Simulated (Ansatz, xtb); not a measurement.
## Relaxing a trial structure of F3Si2−

The starting geometry of this gas-phase singlet has its atoms placed at random.

```xyz
5

F     1.0726   -0.9943    0.4747
F     1.1414    1.4408    0.1394
F     1.2378    0.5492   -1.3186
Si    0.1935    0.4515    1.8501
Si   -0.3769    0.9303    0.0413
```

**Question.** Guess where an optimisation with r2SCAN-D4/def2-SVPD ends from this start.

**Answer.** It ends as a structure with F2 bridging Si5 and Si4, given below by its coordinates. Distances that change by over a tenth: F2–Si4 (2.19 → 1.94 Å), F2–Si5 (1.60 → 1.94 Å), Si4–Si5 (1.96 → 2.44 Å). Contacts that close: F1–Si4 (2.18 → 1.71 Å), F3–Si5 (2.15 → 1.71 Å).

The energy falls by 7.96 eV over 11 steps:

```tsv
step	E − E(last) (eV)
1	7.957
2	3.648
3	1.533
4	0.625
5	0.167
7	0.012
8	0.001
9	0.000
10	0.000
11	0.000
```

Final geometry (Å):

| atom | x (Å) | y (Å) | z (Å) |
| --- | --- | --- | --- |
| F | 1.3404 | -1.0287 | 1.0545 |
| F | 1.1820 | 1.6334 | 0.7163 |
| F | 0.7438 | 0.3410 | -1.5998 |
| Si | 0.2401 | 0.1671 | 1.5715 |
| Si | -0.2380 | 1.2647 | -0.5555 |

From the same start GFN2-xTB ends elsewhere, differing in F2–Si4 (2.99 against 1.94 Å here).

From so rough a start the end depends on the optimiser's path, so another program may land elsewhere. No frequencies were run, so the end isn't proven a minimum. Run with Ansatz 0.2.0, 26 s on 2 threads of Intel(R) Xeon(R) Platinum 8375C CPU @ 2.90GHz (Ice Lake), with other jobs on the host.
